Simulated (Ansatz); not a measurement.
Mulliken charges of CH4BrGaO, SMILES `O[CH2][GaH][Br]` from PBE/def2-TZVPP in Ansatz (PBE0-D4/def2-TZVP geometry).

```csv
atom,x (Å),y (Å),z (Å),charge (e)
O1,0.694,1.480,-0.437,-0.307
C2,-0.114,0.581,0.300,-0.120
Ga3,0.087,-1.233,-0.448,0.347
Br4,-1.182,-2.808,0.664,-0.288
H5,0.593,2.362,-0.069,0.185
H6,-1.180,0.845,0.263,0.098
H7,0.164,0.540,1.363,0.098
H8,0.938,-1.766,-1.636,-0.013
```

Task: By hand: the dipole of these point charges (1 e Å = 4.8032 D).

Result: Σ q r = (0.169, 0.452, -0.081) e Å, of length 0.489 e Å = 2.35 D.

Task: How does the dipole of the full density compare? (Estimate.)

Result: Computed: (0.059, 0.525, 0.074) e Å, 2.56 D; the point charges give 0.92 times that, at 22° from its direction.

Point charges leave out the atoms' own dipoles, such as those of lone pairs, and Mulliken's split depends on the basis, so the two needn't agree.
